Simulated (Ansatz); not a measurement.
H₅NOSi₂ at its PBE0-D4/def2-TZVP geometry, where that method's forces vanish. Charge 0, multiplicity 1. The bonds changed during the relaxation, so this is another structure than the one it started from.

```
atom   x (Å)   y (Å)   z (Å)
  O1  -0.466   1.615  -0.945
 Si2   0.886   1.736   0.022
  N3   0.848   0.118   0.591
 Si4  -0.297  -1.144   0.200
  H5  -0.712   2.409  -1.422
  H6  -0.289  -1.462  -1.249
  H7   1.582  -0.139   1.236
  H8   0.124  -2.353   0.960
  H9  -1.676  -0.780   0.608
```

**Question.** For each bond, give half the difference of the two atoms' forces along it (eV/Å; positive pushes the atoms apart) under PBE-D4, r2SCAN-D4, B3LYP-D4, ωB97M-V in def2-TZVPP. (Estimate.)

**Answer.** Ansatz gave: 
```tsv
bond	length (Å)	PBE-D4	r2SCAN-D4	B3LYP-D4	ωB97M-V
O1–Si2	1.666	0.45	0.11	0.20	0.12
O1–H5	0.959	0.32	0.01	-0.06	-0.06
Si2–N3	1.716	0.25	0.07	0.11	0.07
N3–Si4	1.748	0.06	0.03	0.10	0.07
N3–H7	1.010	0.16	0.00	-0.06	-0.04
Si4–H6	1.483	0.05	-0.02	-0.08	-0.12
Si4–H8	1.488	0.03	-0.05	-0.10	-0.10
Si4–H9	1.483	0.05	-0.02	-0.08	-0.12
```

B3LYP here is the variant with VWN-RPA as its local correlation; programs differ in this.
